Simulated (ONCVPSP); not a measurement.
An all-electron radial function and its pseudo partner (Be)

Columns: radius, all-electron u(r) and pseudo u(r) of the 1s shell (level -106.20 eV) of beryllium in the configuration 1s2 2s2; PBE, non-relativistic, ONCV scheme, ONCVPSP 4.0.1.

```tsv
r (bohr)	all-electron	pseudo
0.042	0.5206	0.3519
0.085	0.8885	0.6862
0.128	1.1303	0.9718
0.170	1.2757	1.1890
0.212	1.3543	1.3384
0.255	1.3841	1.4226
0.298	1.3769	1.4461
0.340	1.3446	1.4228
0.382	1.2947	1.3669
0.425	1.2318	1.2893
0.467	1.1632	1.2042
0.510	1.0891	1.1149
0.552	1.0154	1.0301
0.595	0.9405	0.9476
0.638	0.8675	0.8704
0.680	0.7988	0.7998
0.722	0.7334	0.7337
0.765	0.6702	0.6703
0.807	0.6123	0.6123
0.850	0.5570	0.5570
0.892	0.5068	0.5068
0.935	0.4593	0.4593
0.977	0.4166	0.4166
1.020	0.3763	0.3763
1.062	0.3404	0.3404
1.105	0.3069	0.3069
```

Task: How many radial nodes do the two functions have?

Result: The all-electron 1s function has n − l − 1 = 0; the pseudo-wave has 0.

Task: At about which radius was the pseudo-wave matched?

Result: 0.80 bohr. The columns agree to 0.0005 from 0.72 bohr on; several derivatives are matched, so the curves merge somewhat inside the radius.

Task: Is the pseudo-wave norm-conserving?

Result: Yes: the ONCV scheme keeps the norm inside the radius equal to the all-electron one, which fixes the energy derivative of the logarithmic derivative at the level.
